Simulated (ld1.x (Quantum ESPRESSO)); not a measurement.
# Building the TM potential for F (LDA (PZ), scalar-relativistic).

ld1.x (Quantum ESPRESSO) 7.5 input, shortened:

```
&input
   title='F', zed=9., rel=1, dft='PZ', iswitch=3,
   config='[He] 2s1.75 2p5.25'
 /
 &inputp
   pseudotype=2, tm=.true., lloc=1,
   nlcc=.true., new_core_ps=.true.
 /
2
2S  1  0   1.75   0.00  1.24  1.24  0.0
2P  2  1   5.25   0.00  1.24  1.24  0.0
 &test
   configts(1)='2s1.75 2p5.25'
 /
```

- Cutoffs needed: 90 Ry and 160 Ry (the cutoffs (Ry, on a coarse ladder) from which the occupation-weighted sum of valence levels, in a spherical-Bessel basis at the reference potential, stays within 10 and 1 mRy of its value at 400 Ry)
- Ghost test: no extra level below or beside the all-electron valence levels (s, p, d, f tested) (spherical-Bessel basis up to 400 Ry, 20 bohr box)
- Largest excitation error: +1729 meV (all-electron minus pseudo) for 2s2 2p1, out of 7 test configurations
